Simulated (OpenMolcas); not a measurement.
Tm2+ with its 8 nearest fluoride ions, on the Ca site of CaF2 (a = 5.46294 Å, distance in the model lattice 2.366 Å). The rest of the host is ab initio model potentials to 7.6 Å and point charges beyond; the distance is set by hand and nothing relaxes. Ligand basis ANO-RCC-VDZP.

| Quantity | Value |
| --- | --- |
| Program | OpenMolcas 26.06 |
| Method | CASSCF |
| Basis | ANO-RCC-VDZP [7s6p4d2f1g] |
| Scalar Hamiltonian | DKH2, point nucleus |
| Active space | 13 electrons in 7 orbitals (4f) |
| State averaging | 2S+1 = 2 odd, 7 roots |
| Spin-orbit coupling | state interaction with AMFI integrals over the reference wave functions |

All ligands move together. At R = 2.366 Å the width of the lowest J multiplet is 435 cm-1, and at R = 2.47 Å it is 332 cm-1.

Problem. A third run gives 365 cm-1. What distance was it run at?

Solution. With a power law R^-n the two known points give n = -ln(332 / 435) / ln(2.47 / 2.366) = 6.28. Then R = 2.366 × (435 / 365)^(1/6.28) = 2.433 Å. The run was at 2.433 Å, so the estimate is off by 0 Å.

Without dynamic correlation the ligand-field splitting of an f shell can come out too small, at times by half. No measured value stands beside these numbers; the geometry was set by hand and not optimised.
